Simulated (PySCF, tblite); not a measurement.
Compound: C₅H₉BOSi.
SMILES with atom numbers: `[SiH3:1][O:2][BH:3][CH:4]1[CH:5]=[CH:6][CH:7]=[CH:8]1` (hydrogens: H9, H10, H11 on Si1; H12 on B3; H13 on C4; H14 on C5; H15 on C6; H16 on C7; H17 on C8)

Jobs on this species (17 atoms, 66 electrons) with PySCF (density fitting) and tblite. Hardware of each: one thread of an Arm Neoverse V1, no GPU, on a shared host. Other jobs ran on the host; a repeat could differ by tens of per cent or more.

```
 level and settings                                                                                                  work  basis functions  SCF cycles  wall time
           GFN2-xTB                                                                         Hessian by finite differences                –           –     0.59 s
           GFN2-xTB                                                                                     L-BFGS relaxation                –           –     0.99 s
      PBE0/pcSseg-1                                       shieldings, ring-centre shieldings, charges and field gradients              188           ?          ?
CAM-B3LYP/def2-SVPD  8 singlets by full TDDFT, 3 Tamm–Dancoff triplets, polarisability, density and orbital grids written              239           ?          ?
```

Q: Fill in the missing figures.

A: 
- PBE0/pcSseg-1; shieldings, ring-centre shieldings, charges and field gradients: 29 s, 14 SCF cycles
- CAM-B3LYP/def2-SVPD; 8 singlets by full TDDFT, 3 Tamm–Dancoff triplets, polarisability, density and orbital grids written: 66 s, 12 SCF cycles

Q: What do all jobs in the table cost together?

A: About 97 s; the longest takes about 68 % of that, and about 110 times as long as the shortest.
